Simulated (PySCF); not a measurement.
A survey of ¹⁹F NMR shifts

- geometry: GFN2-xTB
- GIAO PBE0/pcSseg-1 shieldings
- run in PySCF 2.14
- one computed conformer, no solvent, fast rotation and ring inversion assumed for equivalent nuclei, relativity neglected

Shieldings were converted by a linear fit to measured shifts: ¹⁹F: δ = 146.13 − 0.903σ +14.6 on sp3 carbon (rms 6.0 ppm, 223 shifts, 7.0 ppm with the 5 outliers that the fit left out vs CFCl3, solution or neat liquid). A few per cent of atoms miss by over 2 rms, more outside the fitted compound classes.

Task: Give the ¹⁹F shifts of `C=C[C@](C)(OCF)C(F)F`, `CC1=C(O[SiH2]O)[C@H]1F`, `O=C1CO[C@@H](CF)[SiH2]1`.

Result: 
```tsv
compound	environment	δ (ppm)
[CH2:1]=[CH:2][C@:3]([CH3:4])([O:5][CH2:6][F:7])[CH:8]([F:9])[F:10]	F9: fluorine of a CF2 group	-121.5
[CH2:1]=[CH:2][C@:3]([CH3:4])([O:5][CH2:6][F:7])[CH:8]([F:9])[F:10]	F10: fluorine of a CF2 group	-122.9
[CH2:1]=[CH:2][C@:3]([CH3:4])([O:5][CH2:6][F:7])[CH:8]([F:9])[F:10]	F7: fluorine on an sp3 carbon	-143.9
CC1=C(O[SiH2]O)[C@H]1F	fluorine on an sp3 carbon	-152.9
O=C1CO[C@@H](CF)[SiH2]1	fluorine on an sp3 carbon	-204.9
```

Task: Order these by ¹⁹F shift, lowest first.
A. C[Si@@H]1[SiH2][SiH2][SiH2][Si@@H]1CF
B. C=CC[C@H](F)[SiH2]N(C)C
C. CO[C@@]1(F)[SiH2][C@@H]1C=O
D. O=C1C[SiH2]O[C@@H]1CF
E. C[C@@H](F)[Si@H]1C[C@@H]1N(C)C

Result: A (-249.8 ppm, fluorine on an sp3 carbon), D (-231.4 ppm, fluorine on an sp3 carbon), B (-222.6 ppm, fluorine on an sp3 carbon), E (-207.3 ppm, fluorine on an sp3 carbon), C (-148.3 ppm, fluorine on an sp3 carbon).
